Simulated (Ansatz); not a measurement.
Cost and result for the atomization energy of CH4ClGeO, SMILES `[CH3][Ge]([OH])[Cl]` radical (8 atoms, 7 bonds).

Charge 0, multiplicity 2. Correlated methods include outer-core shells of Ge, which these sets cover unevenly. Scalar relativity is left out up to krypton. Geometry: relaxed with PBE0-D4/def2-TZVP. It is one conformer, not always the lowest. Program: Ansatz. All runs use 4 threads of a server CPU on a shared host. Times are those of one run each, without the atoms' runs, and a repeat can differ threefold. Electronic energies, without spin–orbit coupling; frozen cores. CCSD(T)/CBS adds CCSD(T) − MP2 in def2-TZVPP to the MP2 limit, and its time is that of the two runs behind it. T1 = 0.013; ⟨S²⟩ of the reference is 0.76. With those shells the extrapolation isn't a true limit. HSE06 is the plane-wave form, built on full-range PBE exchange.

CCSD(T)/CBS is a level of theory with its own doubt, some kJ/mol a heavy atom from the limit and from the frozen cores, so smaller differences don't rank the functionals.

```
                           level  functions  wall time
          LDA (SPW92)/def2-TZVPP        208      1.5 s
              BLYP-D4/def2-TZVPP        208      2.3 s
            revPBE-D4/def2-TZVPP        208      2.4 s
              PBE0-D4/def2-TZVPP        208      3.6 s
             HSE06-D4/def2-TZVPP        208        4 s
               B2PLYP/def2-TZVPP        208        6 s
           r2SCANh-D4/def2-TZVPP        208      6.5 s
               B97M-V/def2-TZVPP        208      8.5 s
ωB97M-V/def2-TZVPP (with forces)        208       12 s
                CCSD(T)/def2-SVP         98       12 s
                  MP2/def2-QZVPP        393       20 s
              CCSD(T)/def2-TZVPP        208    4.7 min
               CCSD(T)/CBS(def2)          –      5 min
```

(1) What atomization energy does each give, and how far from CCSD(T)/CBS? (Estimate.)

## Answers

(1) Ansatz gave: 
```csv
level,atomization (kcal/mol),difference from CCSD(T)/CBS,per bond
LDA (SPW92)/def2-TZVPP,750.8,98.8,14.1
BLYP-D4/def2-TZVPP,648.7,-3.3,-0.5
revPBE-D4/def2-TZVPP,647.1,-4.9,-0.7
PBE0-D4/def2-TZVPP,650.7,-1.3,-0.2
HSE06-D4/def2-TZVPP,651.2,-0.8,-0.1
B2PLYP/def2-TZVPP,643.0,-9.0,-1.3
r2SCANh-D4/def2-TZVPP,651.9,-0.1,0.0
B97M-V/def2-TZVPP,655.9,3.9,0.6
ωB97M-V/def2-TZVPP (with forces),651.2,-0.8,-0.1
CCSD(T)/def2-SVP,604.9,-47.1,-6.7
MP2/def2-QZVPP,658.8,6.8,1.0
CCSD(T)/def2-TZVPP,636.3,-15.7,-2.3
CCSD(T)/CBS(def2),652.0,0.0,0.0
```

At CCSD(T), def2-SVP lies −47.1 kcal/mol from the extrapolated value and def2-TZVPP −15.8 kcal/mol: correlation converges slowly with the basis, and small sets miss more of it in the bonded molecule than in its fragments. From BLYP to BHLYP (50 % exact exchange), in def2-TZVPP and without D4, the atomization energy moves by −18.2 kcal/mol: exact exchange takes away binding that semilocal exchange gives to molecules. The D4 term adds +6.4 kcal/mol with B3LYP and +3.3 kcal/mol with PBE0; it sums over pairs of atoms, weighted by their polarisabilities, and B3LYP, whose exchange is more repulsive, gets the larger term.

B3LYP here is the variant with VWN-RPA as its local correlation; programs differ in this.
